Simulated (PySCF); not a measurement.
C3H3ClF2, SMILES F[C@@H]1[C@H](F)[C@H]1Cl.

The structure is a stationary point at B3LYP-D3(BJ)/def2-SVP. The structure was generated by enumeration; whether it is a known compound was not checked.

Two levels are set side by side: TDDFT-PBE/def2-SVPD (PySCF) and TDDFT-ωB97X/def2-SVPD (PySCF). Vertical, same geometry. The lowest singlet is HOMO→LUMO 99 % with PBE and HOMO→LUMO 88 % with the other functional; states are paired by order. Differences are taken from unrounded values.

```
quantity                              TDDFT-PBE
------------------------------------  ---------
lowest singlet excitation (eV)             5.73
lowest triplet excitation (TDA) (eV)       5.23
```

Task: These are the TDDFT-PBE values. What does TDDFT-ωB97X give? (Estimate from the structure and the level; the computed values follow.)

Result: 
```csv
quantity,TDDFT-ωB97X,TDDFT-PBE minus TDDFT-ωB97X
lowest singlet excitation (eV),6.78,-1.05
lowest triplet excitation (TDA) (eV),6.15,-0.92
```

A lower first singlet is the usual sign of a functional without exact exchange. Differences between two approximate levels are no errors against the true value.

Rough cost on one machine, each run with all the roots and properties that it gave: TDDFT-ωB97X against TDDFT-PBE about 9 times.
